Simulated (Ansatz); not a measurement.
This geometry of a periodic cell of 15 atoms, W (host W, host structure bcc, one W atom removed) is a first-order saddle point.

The calculation used DFT PBEsol, scalar-relativistic, plane waves, PAW in Ansatz 0.2.0. Settings: PAW set soft_1, cutoff 420 eV, k mesh 3x3x3, gaussian smearing 0.15 eV, no spin polarisation.

```xyz
15
Lattice="6.3200 0.0000 0.0000 0.0000 6.3200 0.0000 0.0000 0.0000 6.3200" Properties=species:S:1:pos:R:3
W 3.182 -0.025 -0.025
W -0.031 3.188 -0.025
W -0.031 -0.025 3.188
W 0.603 0.610 0.609
W 3.120 3.126 0.013
W 3.120 0.013 3.126
W 4.671 1.613 1.613
W 0.007 3.126 3.126
W 1.606 4.678 1.612
W 1.606 1.613 4.678
W 3.164 3.170 3.170
W 4.745 4.752 1.582
W 4.746 1.582 4.752
W 1.575 4.752 4.752
W 4.749 4.755 4.755
```

Question: Which two structures does it join? (They come from a converged band through this point; their orientation in space is the band's.)

Answer: Contacts lost: W4–W5, W4–W6, W4–W8, W4–W11. Contacts made: W4–W12, W4–W13, W4–W14, W4–W15. The atom that moves furthest is W4, by 2.70 Å.

Initial state:

```xyz
15
Lattice="6.3200 0.0000 0.0000 0.0000 6.3200 0.0000 0.0000 0.0000 6.3200" Properties=species:S:1:pos:R:3
W 3.153 0.012 0.012
W -0.007 3.172 0.012
W -0.007 0.012 3.172
W 1.561 1.580 1.580
W 3.153 3.172 0.012
W 3.153 0.012 3.172
W 4.745 1.580 1.580
W -0.007 3.172 3.172
W 1.561 4.764 1.580
W 1.561 1.580 4.764
W 3.153 3.172 3.172
W 4.745 4.764 1.579
W 4.745 1.580 4.764
W 1.560 4.765 4.765
W 4.745 4.764 4.764
```

Final state:

Only the atoms that move by more than 0.05 Å are listed.
```
W4 0.012 0.012 0.012
```

Question: How far does it lie above each of them?

Answer: 1.55 eV above the first and 1.55 eV above the second. This is the barrier of this one path; another mechanism may lie lower. Limits of this set-up: coarse k mesh, PAW files made for another functional.

Run time: 15 min on 4 threads of Arm Neoverse V2, on a shared host, peak memory 2.9 GiB.
